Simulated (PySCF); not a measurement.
# S: excitation energy

S [Ne] 3s2 3p4 (3P) → S [Ne] 3s1 3p4 3d1 (high-spin determinant), as a difference of total energies. All numbers are calculated (PySCF 2.14, the non-relativistic Hamiltonian (point nucleus), in aug-cc-pV(T+d)Z with one added diffuse shell each of s, p, d, f type (7s6p5d3f, 71 functions)). Correlated levels: valence: [Ne] frozen. The calculations carry no spin-orbit coupling.

```
           method  excitation energy (eV)
              UHF                  17.755
    MP2 (valence)                  18.260
SCS-MP2 (valence)                  18.438
   CCSD (valence)                  17.872
CCSD(T) (valence)                  17.696
```

Problem. How much does correlation contribute at CCSD(T) (valence)?

Solution. 17.696 − (17.755) = -0.059 eV, measured against UHF.

The upper state lies above the first ionisation limit, where it may autoionise and the basis confines it.

The promoted electron is Rydberg-like, and one or two diffuse shells describe it only roughly, which tends to raise the upper state.

The coupled-cluster amplitudes are large for the upper state (T1 above 0.03 or a double amplitude above 0.15), so a single reference is strained.

The determinant of the upper state mixes LS terms, which raises its energy above the lowest term, most at the Hartree-Fock and MP2 levels.
